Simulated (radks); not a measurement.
Task: Species: As6+. Configuration: [Ar] 3d9 (the NIST ground configuration). Calculated with a radial shooting solver on a logarithmic mesh with Libxc functionals: scalar-relativistic Kohn-Sham, PBE, spin-polarised, spherical densities, finite nucleus; open shells are filled with parallel spins first; Fermi nuclear charge, rms radius 4.0968 fm. Some entries of the table are withheld. Estimate them.

| orbital | occ. | eigenvalue (hartree) | <r^2> (bohr^2) | r(max) (bohr) |
|---|---|---|---|---|
| 1s up | 1 | -434.4206 | 0.002786 | 0.02974 |
| 1s down | 1 | -434.4206 | 0.002786 | 0.02974 |
| 2s up | 1 | -58.37200 | 0.04847 | 0.1701 |
| 2s down | 1 | -58.33788 | 0.04844 | 0.1700 |
| 2p up | 3 | -51.64317 | 0.03845 | 0.1363 |
| 2p down | 3 | -51.61769 | 0.03842 | 0.1363 |
| 3s up | 1 | -10.58798 | 0.4020 | 0.5194 |
| 3s down | 1 | -10.53275 | 0.4029 | 0.5196 |
| 3p up | 3 | -8.49385 | 0.4294 | 0.5176 |
| 3p down | 3 | -8.43917 | 0.4307 | 0.5180 |
| 3d up | 5 | -5.03985 | 0.4919 | 0.4680 |
| 3d down | 4 | -4.98395 | 0.4965 | 0.4690 |
| 4s up | 0 | (1) | 2.583 | 1.394 |
| 4s down | 0 | (2) | 2.597 | 1.398 |
| 4p up | 0 | (3) | 3.101 | 1.520 |
| 4p down | 0 | (4) | 3.120 | 1.524 |

Result: 
(1) 4s up eigenvalue (hartree): -3.23117
(2) 4s down eigenvalue (hartree): -3.21542
(3) 4p up eigenvalue (hartree): -2.69147
(4) 4p down eigenvalue (hartree): -2.67777
